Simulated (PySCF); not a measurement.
From one molecule to another.

First species: C4H4N2O3S.
Geometry (PBE0-D3(BJ)/def2-SVP, Å), atoms numbered from 1 in this order:
```xyz
14
C4H4N2O3S angstrom
O      2.2801    0.2348   -1.7865
S      1.9337   -0.0437   -0.4138
O      2.5818    0.6078    0.7036
O      2.0591   -1.6404   -0.2234
C      0.1685    0.1643   -0.2195
C     -0.5753    0.8770   -1.1577
N     -1.8780    1.0687   -0.9676
C     -2.4126    0.5483    0.1308
C     -1.6534   -0.1803    1.0542
N     -0.3520   -0.3675    0.8741
H      1.8664   -1.8358    0.7093
H     -0.1065    1.2823   -2.0591
H     -3.4843    0.7055    0.2926
H     -2.1104   -0.6151    1.9486
```

Second species: B₂H₇NOSi.
InChI=1S/B2H7NOSi/c1-4-2-3-5/h2-3H,1H2,5H3

Levels: wB97X-D/def2-SVPD for dipole moment, HOMO energy, LUMO energy, HOMO–LUMO gap, static isotropic polarisability and electronic spatial extent ⟨r²⟩ about the centre of nuclear charge; TDDFT wB97X-D/def2-SVPD for lowest singlet excitation; TDA wB97X-D/def2-SVPD for lowest triplet excitation (Tamm–Dancoff); ΔSCF wB97X-D/def2-SVPD for vertical ionisation energy; PBE0-D3(BJ)/def2-SVP for rotational constant A and rotational constant C. Geometries: PBE0-D3(BJ)/def2-SVP. All species are isolated and taken at one optimised geometry, non-relativistic unless stated. Electronic properties by PySCF.

The conformers computed, where there is a choice (atom-mapped SMILES and torsion angles):
- `[O:1]=[S:2](=[O:3])([OH:4])[c:5]1[cH:6][n:7][cH:8][cH:9][n:10]1`: O1–S2–C5–C6 -18°, H–O4–S2–O1 178°
- `[BH2:1][O:2][BH:3][NH:4][SiH3:5]`: B1–O2–B3–N4 99°, O2–B3–N4–Si5 177°

```tsv
property	column X	column Y
dipole moment	5.27 D	1.37 D
HOMO energy	-10.14 eV	-9.87 eV
LUMO energy	-0.90 eV	1.30 eV
HOMO–LUMO gap	9.24 eV	11.17 eV
lowest singlet excitation	4.08 eV	5.97 eV
lowest triplet excitation (Tamm–Dancoff)	3.45 eV	5.52 eV
static isotropic polarisability	87.6 au	69.1 au
vertical ionisation energy	10.41 eV	10.11 eV
electronic spatial extent ⟨r²⟩ about the centre of nuclear charge	1496 bohr²	841 bohr²
rotational constant A	2.701 GHz	23.421 GHz
rotational constant C	0.759 GHz	1.396 GHz
```

Question: Which column belongs to which species?

Answer: Column X is the first species and column Y the second. The first has 14 atoms and 82 electrons, the second 12 and 46.

Question: How does each property change from the first species to the second?

Answer: dipole moment -3.90 D; HOMO energy +0.27 eV; LUMO energy +2.20 eV; HOMO–LUMO gap +1.93 eV; lowest singlet excitation +1.89 eV; lowest triplet excitation (Tamm–Dancoff) +2.07 eV; static isotropic polarisability -18.5 au; vertical ionisation energy -0.30 eV; electronic spatial extent ⟨r²⟩ about the centre of nuclear charge -655 bohr²; rotational constant A +20.720 GHz; rotational constant C +0.637 GHz.

On the first: The 10 singlets span 4.08 to 7.48 eV, and their oscillator strengths add up to 0.32.

On the second: The vertical singlet–triplet gap S1 − T1 is 0.45 eV (TDDFT singlet less Tamm–Dancoff triplet; S1: HOMO→LUMO, weight 0.64; T1: HOMO→LUMO, weight 0.57, beside HOMO−1→LUMO, weight 0.36). No computed singlet falls in the visible range (750 to 380 nm, 1.65 to 3.26 eV); S1 lies 2.71 eV above its blue end.
